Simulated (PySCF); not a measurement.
# C7H3F3: full NMR table

```yaml
Formula: C7H3F3
SMILES: C#CCC#CC(F)=C(F)F
InChI: InChI=1S/C7H3F3/c1-2-3-4-5-6(8)7(9)10/h1H,3H2
Point_group_of_the_computed_structure: C1
Degrees_of_unsaturation: 5
Carbon_signals: 7
Proton_signals: 2
```

Atoms are numbered as in `[CH:1]#[C:2][CH2:3][C:4]#[C:5][C:6]([F:7])=[C:8]([F:9])[F:10]` (H(Xn): hydrogen on atom n).

[PySCF: shielding tensors at PBE0/pcSseg-1 (GIAO); geometry: GFN2-xTB; isolated molecule; one conformer; no relativistic terms; one averaged value for each set of equivalent atoms]

References, each an isolated molecule treated in the same way: 1H (31.72 ppm) and 13C (186.93 ppm) against TMS; CFCl3 for 19F (170.95 ppm).

```tsv
carbon	δC, type	δH (multiplicity)	HMBC from (2–3 bonds)	span of the C tensor (ppm)
C1	77.7, CH	1.59 (t)	H(C3)	218
C2	80.3, C	–	H(C3), H(C1)	286
C3	12.5, CH2	3.63 (d)	H(C1)	22
C4	110.3, C	–	H(C3)	204
C5	73.5, C	–	H(C3)	252
C6	124.5, C	–	–	77
C8	175.1, C	–	–	110
```

Other nuclei:
```json
{"atoms": "F10", "nucleus": "19F", "environment": "vinylic fluorine", "δ (ppm)": "-85.8", "σ (ppm)": "256.7"}
{"atoms": "F9", "nucleus": "19F", "environment": "vinylic fluorine", "δ (ppm)": "-112.2", "σ (ppm)": "283.1"}
{"atoms": "F7", "nucleus": "19F", "environment": "vinylic fluorine", "δ (ppm)": "-189.5", "σ (ppm)": "360.5"}
```

1. Carbon types of the structure: 5 × C, 1 × CH, 1 × CH2, which accounts for all hydrogens.
2. δC 175.1, 124.5: fully substituted alkene carbon.
3. δC 110.3, 80.3, 73.5: alkyne carbon.
4. δC 77.7: terminal alkyne carbon; sp carbons lie upfield of alkene carbons because the cylindrical π system leaves one tensor component strongly shielded.
5. δC 12.5: propargylic sp3 CH2; a saturated carbon with 2 carbon neighbours and no heteroatom attached.
6. δH 1.59: hydrogen on a terminal alkyne carbon; it lies on the axis of the triple bond, in its shielding cone.

Splittings by 19F in the carbon and heteronuclear signals aren't shown, as no couplings were computed. Shifts are as computed. Against solution values, carbons near 30 ppm lie about +3 ppm off and those near 130 ppm about +5 ppm. Of 1211 compounds with measured shifts, 218 miss one by over three times the rms of a fit or turn the order of signals round; such compounds aren't used in these exercises. Unscaled 19F shifts against computed CFCl3 carry errors that often reach 10 to 50 ppm. Multiplicities follow the n + 1 count of equivalent neighbours, as no J values were calculated; m marks all less simple cases, F and P coupling included.
